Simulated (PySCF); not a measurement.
**Field gradients at the hydrogen positions**

C₆H₁₂O₂.
Numbering: `[CH3:1][CH2:2][CH2:3][CH2:4][C:5](=[O:6])[O:7][CH3:8]` (hydrogens: H9, H10, H11 on C1; H12, H13 on C2; H14, H15 on C3; H16, H17 on C4; H18, H19, H20 on C8)

Cartesian coordinates in Å at the GFN2-xTB level; atoms count from 1:
```
atom  x, y, z in Å
C1    -3.049    0.124   -0.812
C2    -1.600   -0.299   -0.608
C3    -1.088    0.100    0.774
C4     0.325   -0.418    1.035
C5     1.360    0.287    0.187
O6     1.263    1.394   -0.269
O7     2.444   -0.487    0.031
C8     3.523    0.068   -0.709
H9    -3.694   -0.357   -0.079
H10   -3.392   -0.153   -1.806
H11   -3.151    1.201   -0.702
H12   -0.975    0.171   -1.369
H13   -1.518   -1.382   -0.728
H14   -1.758   -0.298    1.538
H15   -1.082    1.188    0.854
H16    0.601   -0.239    2.078
H17    0.398   -1.490    0.852
H18    4.402   -0.524   -0.465
H19    3.313    0.010   -1.779
H20    3.672    1.114   -0.435
```

Level: PBE0/pcSseg-1 (PySCF, non-relativistic); Q(2H) = 0.00286 b; rigid geometry, the same for H and D, with no vibrational averaging.

**Question.** Rank these positions by the coupling χzz of a deuteron there, largest first.
A. H15 (methylene hydrogen)
B. H20 (methyl hydrogen)
C. H11 (methyl hydrogen)

**Answer.** C (212 kHz), A (203 kHz), B (198 kHz).

**Question.** Give the electric field gradient Vzz (the principal value of largest size), its asymmetry and the 2H coupling at each hydrogen.

**Answer.** 
```
atom  bonded to  bond length (Å)  Vzz (au)     η  χzz (kHz)
  H9         C1            1.088    0.3144  0.02        211
 H10         C1            1.087    0.3172  0.01        213
 H11         C1            1.088    0.3150  0.02        212
 H12         C2            1.091    0.3026  0.03        203
 H13         C2            1.093    0.3027  0.03        203
 H14         C3            1.092    0.3043  0.03        204
 H15         C3            1.091    0.3015  0.04        203
 H16         C4            1.094    0.3025  0.03        203
 H17         C4            1.091    0.3029  0.03        204
 H18         C8            1.087    0.3066  0.07        206
 H19         C8            1.092    0.2978  0.09        200
 H20         C8            1.092    0.2941  0.10        198
```

The structure is a single GFN2-xTB conformer in the gas phase; no vibrational or solvent corrections. GFN2-xTB bond lengths can be off by several hundredths of an ångström, more for odd bonds, and the gradients follow them. With a basis this small, the couplings can be 20 % off.
